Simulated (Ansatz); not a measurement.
The same path of BClFH + FH (6 atoms, charge 0, multiplicity 1) was run twice with different band settings. Lost on the way: B1–H2, F5–H6. Made: B1–F5, H2–H6.

All numbers below come from RKS PBE0/def2-SVP in Ansatz 0.2.0.

Relaxed end points:

```xyz
6
Properties=species:S:1:pos:R:3
B 0.024 0.294 -0.052
H 0.006 0.678 1.089
Cl 1.514 0.344 -0.973
F -1.098 0.017 -0.674
F 0.194 -1.907 0.836
H 0.361 -1.771 1.735
```

```xyz
6
Properties=species:S:1:pos:R:3
B 0.080 -0.552 -0.627
H 0.151 0.205 2.281
Cl 1.506 0.353 -1.056
F -1.101 0.013 -0.670
F 0.173 -1.811 -0.273
H 0.192 -0.554 2.305
```

Common settings: movable images 9; climbing image yes; spring 5.0 eV/Å²; optimiser quadratic models (default); start path through a guess of the saddle point; iteration limit 60; end points relaxed.

| run | force threshold |
| --- | --- |
| 1 | 0.03 eV/Å |
| 2 | 0.5 eV/Å |

(1) What does each run give, and how far can it be trusted?

## Answers

(1) Run 1: converged after 47 iterations, highest image 0.662 eV above the first end. A vibrational analysis at the climbing image gives one clearly imaginary mode, 1155i cm⁻¹: a first-order saddle point.
Run 2: converged after 12 iterations, highest image 0.661 eV above the first end. The threshold of 0.5 eV/Å is loose, so the images may lie well off the minimum-energy path. Another band between the same ends (9 images) ends at a top of the same energy, where a vibrational analysis finds 1 clearly imaginary mode.
The orbitals stay closed-shell, which can raise the energy where a bond breaks towards radicals; this wasn't checked here.
